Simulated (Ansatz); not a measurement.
Computed with Ansatz on PBE0-D4/def2-TZVP structures; ΔE is electronic, products minus reactants. CBS: MP2 limit from def2 TZ/QZ plus the TZ coupled-cluster correction, frozen cores. Elements past krypton have def2 core potentials. For In outer-core shells are correlated without core-valence functions, which leaves a few kJ/mol of doubt a bond. One conformer a species, not always the lowest.

`[CH3][InH][CH2]F` + `OB(F)O[SiH3]` → `[CH3][InH][O][SiH3]` + `OB(F)CF`  (redistribution)

| species | CCSD/def2-TZVPP energy (Eh) |
| --- | --- |
| `[CH3][InH][CH2]F` | -368.82842 |
| `OB(F)O[SiH3]` | -566.43531 |
| `[CH3][InH][O][SiH3]` | -595.92926 |
| `OB(F)CF` | -339.32630 |

(1) Work out ΔE.

Largest T1 diagnostic among the species: 0.014.

## Answers

(1) ΔE = (-595.92926) + (-339.32630) − (-368.82842) − (-566.43531) = 0.00817 Eh = +21.5 kJ/mol. CCSD(T)/CBS gives +14.1 kJ/mol.

From PBE to PBE0 (25 % exact exchange), in def2-TZVPP and without D4, ΔE moves by +4.2 kJ/mol. In def2-TZVPP, CCSD(T) changes the Hartree–Fock value by −7.8 kJ/mol (the triples alone add −2.2 kJ/mol) and MP2 by −9.7 kJ/mol.
